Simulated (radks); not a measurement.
The numbers below are computed, except where a source is named.
Q: The table gives one normalised radial function P(r) = r R(r) of Tm2+ in [Xe] 4f13 (r in bohr). Level of theory: non-relativistic Kohn-Sham, SCAN, spin-polarised, spherical densities, point nucleus; open shells are filled with parallel spins first (spin-orbit coupling, left out, can overturn this in heavy ions); meta-GGA in the generalised Kohn-Sham scheme; relativity is left out, which matters for an element this heavy (a radial shooting solver on a logarithmic mesh with Libxc functionals).

| r | P |
|---|---|
| 0.001518 | 0.0013 |
| 0.002041 | 0.0023 |
| 0.002745 | 0.0040 |
| 0.00369 | 0.0070 |
| 0.004961 | 0.0120 |
| 0.00667 | 0.0205 |
| 0.008968 | 0.0342 |
| 0.01206 | 0.0553 |
| 0.01621 | 0.0861 |
| 0.02179 | 0.1268 |
| 0.0293 | 0.1724 |
| 0.0394 | 0.2079 |
| 0.05297 | 0.2050 |
| 0.07121 | 0.1291 |
| 0.09574 | -0.0331 |
| 0.1287 | -0.2256 |
| 0.1731 | -0.3058 |
| 0.2327 | -0.1350 |
| 0.3128 | 0.2298 |
| 0.4206 | 0.4627 |
| 0.5655 | 0.2614 |
| 0.7603 | -0.2952 |
| 1.022 | -0.7943 |
| 1.374 | -0.9275 |
| 1.848 | -0.7059 |
| 2.484 | -0.3666 |
| 3.34 | -0.1228 |
| 4.49 | -0.0240 |
| 6.037 | -0.0023 |
| 8.117 | -0.0001 |

Which n and l does it have? It may be an empty orbital.

A: n = 5, l = 1: the number of nodes gives n - l - 1 = 3, the rise at small r (about r^(l+1)) gives l, and the extent must fit the shell. The curve is that of 5p down; the table hardly tells the two spins apart. 5p down: eigenvalue -40.002 eV, 3 radial nodes at r = 0.0910, 0.262, 0.658 bohr, <r> = 1.51 bohr, 90 % of the charge inside 2.23 bohr.
